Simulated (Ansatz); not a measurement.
Compare A (`[SiH3]/C=C/C[SiH3]`) with its isomer B (`CC1([SiH3])C[SiH2]1`).

Computed with Ansatz on PBE0-D4/def2-TZVP structures; ΔE is electronic, products minus reactants. CCSD(T)/CBS adds triple-zeta CCSD(T) − MP2 to the extrapolated MP2 energy (def2 sets, frozen cores). Functionals use def2-TZVPP. B3LYP here is the variant with VWN-RPA as its local correlation; programs differ in this. Each species was taken in one conformer, which may not be the lowest.

Q: Which is lower in electronic energy at CCSD(T)/CBS, and by how much? (An estimate is asked.)

A: The calculation gave: A, by 7.9 kcal/mol.

Q: Give E(B) − E(A) in kcal/mol with B3LYP-D4, B3LYP, MP2/def2-TZVPP, B2PLYP, HF/def2-TZVPP, PBE-D4, ωB97M-V. (Best estimate.)

A: The calculation gave: B3LYP-D4 10.6, B3LYP 12.5, MP2/def2-TZVPP 5.5, B2PLYP 10.4, HF/def2-TZVPP 18.0, PBE-D4 5.5, ωB97M-V 7.0. None reverses the order clearly.

Largest T1 diagnostic: 0.012.

In def2-TZVPP, CCSD(T) changes the Hartree–Fock value by −9.5 kcal/mol (the triples alone add −0.9 kcal/mol) and MP2 by −12.5 kcal/mol. The D4 term adds −1.9 kcal/mol with B3LYP and −0.9 kcal/mol with PBE0; it sums over pairs of atoms, weighted by their polarisabilities, and B3LYP, whose exchange is more repulsive, gets the larger term.
